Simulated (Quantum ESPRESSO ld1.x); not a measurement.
Input file for ld1.x (Quantum ESPRESSO 7.5):

```
 &input
    atom='Au',
    iswitch=1,
    rel=2,
    dft='PBE',
    config='[Ar] 3d6 4s0 4p0',
    rel_dist='energy',
    verbosity='high',
    lsmall=.true.,
    prefix='ld1',
    max_out_wfc=37,
    file_charge='ld1.rho',
 /
```

Command: `OMP_NUM_THREADS=1 ld1.x < ld1.in > ld1.out`

It prints (banner and zero overlaps left out):

```
     Program LD1 v.7.5 starts

     --------------------------- All-electron run ----------------------------

     dirac relativistic calculation

     atomic number is 79.00
     dft =PBE   lsd =0 sic =0 latt =0  beta=0.20 tr2=1.0E-14
     Exchange-correlation= PBE
                           (   1   4   3   4   0   0   0)
     mesh =2123 r(mesh) = 100.13829 a.u. xmin = -8.00 dx = 0.00800
     1 Ry =  13.60569312 eV, c = 137.03599908

     n l j   nl                  e(Ry)          e(Ha)          e(eV)
     Spin orbit split results
     1 0 0.5 1S 1( 2.00)   -6189.692998972   -3094.846499486 -84215.0634696
     2 0 0.5 2S 1( 2.00)   -1300.563161884    -650.281580942 -17695.0632677
     2 1 0.5 2P 1( 2.00)   -1259.274030647    -629.637015324 -17133.2960187
     2 1 1.5 2P 1( 4.00)   -1123.119446415    -561.559723207 -15280.8185284
     3 0 0.5 3S 1( 2.00)    -479.079204185    -239.539602093  -6518.2046338
     3 1 0.5 3P 1( 2.00)    -461.910281090    -230.955140545  -6284.6095349
     3 1 1.5 3P 1( 4.00)    -428.872233148    -214.436116574  -5835.1039932
     3 2 1.5 3D 1( 4.00)    -402.714286837    -201.357143419  -5479.2070030
     3 2 2.5 3D 1( 2.00)    -395.336753615    -197.668376807  -5378.8305499
     4 0 0.5 4S 1( 0.00)    -244.149074379    -122.074537189  -3321.8173823
     4 1 0.5 4P 1( 0.00)    -236.703742832    -118.351871416  -3220.5184860
     4 1 1.5 4P 1( 0.00)    -224.664605342    -112.332302671  -3056.7176759
     Averaged results
     1 0     1S 1( 2.00)   -6189.692998972   -3094.846499486 -84215.0634696
     2 0     2S 1( 2.00)   -1300.563161884    -650.281580942 -17695.0632677
     2 1     2P 1( 6.00)   -1168.504307826    -584.252153913 -15898.3110252
     3 0     3S 1( 2.00)    -479.079204185    -239.539602093  -6518.2046338
     3 1     3P 1( 6.00)    -439.884915796    -219.942457898  -5984.9391737
     3 2     3D 1( 6.00)    -398.287766904    -199.143883452  -5418.9811311
     4 0     4S 1( 0.00)    -244.149074379    -122.074537189  -3321.8173823
     4 1     4P 1( 0.00)    -228.677651172    -114.338825586  -3111.3179459

     final scf error:  9.2E-15 reached in  24 iterations

     Etot =  -32657.994944 Ry,  -16328.997472 Ha, -444334.657217 eV

     Ekin =   38217.834781 Ry,   19108.917390 Ha,  519980.131854 eV
     Encl =  -75216.753739 Ry,  -37608.376869 Ha,-1023376.069077 eV
     Eh   =    4807.925946 Ry,    2403.962973 Ha,   65415.164976 eV
     Exc  =    -467.001932 Ry,    -233.500966 Ha,   -6353.884970 eV
```

Run on one thread of a shared host, so times are rough (Intel(R) Xeon(R) Processor @ 2.60GHz): 0.6 s of CPU time, 0.63 s wall, 24 iterations on 2123 mesh points.
